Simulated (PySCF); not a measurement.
**Correlation energy of As⁺ (arsenic, charge +1)**

[Ar] 3d10 4s2 4p2, high-spin 3P determinant. Calculation: PySCF 2.14, in cc-pVTZ-DK (6s5p3d1f, 43 functions); scalar relativity by spin-free X2C-1e. Frozen: [Ar] 3d10; 4 electrons correlated.

MP2 pair energies summed by pair of shells (mhartree):

| pair | energy | share (%) |
| --- | --- | --- |
| 4s-4p | -33.06 | 61.8 |
| 4s-4s | -15.22 | 28.4 |
| 4p-4p | -5.23 | 9.8 |

Total MP2 correlation energy: -53.51 mhartree.

Same-spin part -8.94 and opposite-spin part -44.57 mhartree; SCS-MP2 scales them by 1/3 and 6/5 to -56.46 mhartree.

```
  level  correlation energy (mhartree)
   CCSD                         -68.81
    (T)                          -1.60
CCSD(T)                         -70.41
```

Diagnostics: T1 = 0.0073, D1 = 0.0194, largest double amplitude 0.091.

Cost of the coupled-cluster step: 0.3 s of wall time on 1 thread of Neoverse-V2 (shared host), for 4 correlated electrons.
